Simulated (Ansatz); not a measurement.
Reaction (formal exchange of groups at a C–B bond): `B[C](=C)[SnH3]` + `[AlH3]` → `C=[C]([AlH2])[SnH3]` + BH₃

Calculated with Ansatz (gas phase, PBE0-D4/def2-TZVP geometries, no zero-point term in ΔE). CBS: MP2 limit from def2 TZ/QZ plus the TZ coupled-cluster correction, frozen cores. This one scheme is used for every species. Functionals use def2-TZVPP. Elements past krypton have def2 core potentials. For Sn outer-core shells are correlated without core-valence functions, which leaves a few kJ/mol of doubt a bond.

`B[C](=C)[SnH3]`:

Cartesian coordinates in Å:
```
B -0.321 -1.569 0.738
C 0.222 -0.203 0.284
C 1.366 0.236 0.831
Sn -0.787 0.991 -1.174
H 0.292 -2.192 1.561
H -1.334 -2.033 0.297
H 1.891 -0.363 1.576
H 1.833 1.187 0.578
H 0.112 2.427 -1.419
H -0.917 0.136 -2.646
H -2.357 1.383 -0.627
```

`[AlH3]`:

```xyz
4

Al    0.000    0.000    0.000
H     0.076   -1.488    0.544
H    -0.934    0.347   -1.234
H     0.858    1.141    0.690
```

`C=[C]([AlH2])[SnH3]`:

```xyz
11

C    -1.535   -0.027   -0.523
C    -0.332    0.094    0.054
Al   -0.243    1.081    1.722
Sn    1.342   -0.804   -0.920
H    -2.434    0.407   -0.080
H    -1.710   -0.558   -1.462
H    -1.598    1.679    2.297
H     1.141    1.275    2.475
H     2.515    0.378   -1.306
H     2.071   -1.970    0.096
H     0.785   -1.555   -2.354
```

BH₃:

```xyz
4

B     0.000    0.000    0.000
H     0.717    0.593   -0.747
H    -1.091    0.420    0.240
H     0.374   -1.013    0.508
```

Question: Is it downhill or uphill in electronic energy at CCSD(T)/CBS, and by how much? (Best estimate.)

Answer: Computed: Uphill: ΔE = +2.9 kcal/mol.

Question: What do these levels give: r2SCAN-D4, PBE0-D4, ωB97M-V, B2PLYP, PBE, r2SCAN, PBE0, HF/def2-TZVPP, SCS-MP2/def2-TZVPP, CCSD/def2-TZVPP, HF/def2-QZVPP, MP2/def2-QZVPP? (Estimate.)

Answer: The calculation gave: r2SCAN-D4 3.8, PBE0-D4 4.2, ωB97M-V 3.5, B2PLYP 3.5, PBE 4.9, r2SCAN 3.9, PBE0 4.4, HF/def2-TZVPP 3.4, SCS-MP2/def2-TZVPP 2.6, CCSD/def2-TZVPP 3.0, HF/def2-QZVPP 3.4, MP2/def2-QZVPP 2.4 kcal/mol.

Largest T1 diagnostic among the species: 0.013.
